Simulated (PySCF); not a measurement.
Bi(Cl)2(OH) (BiCl₂HO), SMILES [Cl][Bi]([Cl])[OH]. The structure is a stationary point at PBE0-D3(BJ)/def2-SVP. The def2 effective core potentials stand for the cores of Bi; spin–orbit coupling is left out. Other conformers were not sampled.

Level of theory: PBE0-D3(BJ)/def2-SVP (PySCF).

Harmonic wavenumbers (cm⁻¹): 96, 105, 147, 235, 332, 344, 587, 832, 3857. Rotational constants (GHz): 2.294, 1.669, 1.256; symmetry number 1.

Problem. Work out the zero-point energy and the ideal-gas rigid-rotor harmonic-oscillator thermochemistry at 298.15 K and 1 atm.

Solution. ZPE = ½ Σ hcν = ½ × 6536 cm⁻¹ = 39.09 kJ/mol. H − E(el) = 58.48 kJ/mol. Entropy in J/(mol K): translation 179.75, rotation 119.63, vibration 60.78, total 360.17. G − E(el) = -48.90 kJ/mol. Cp = 85.34 J/(mol K). Modes under 150 cm⁻¹ make the vibrational entropy uncertain.
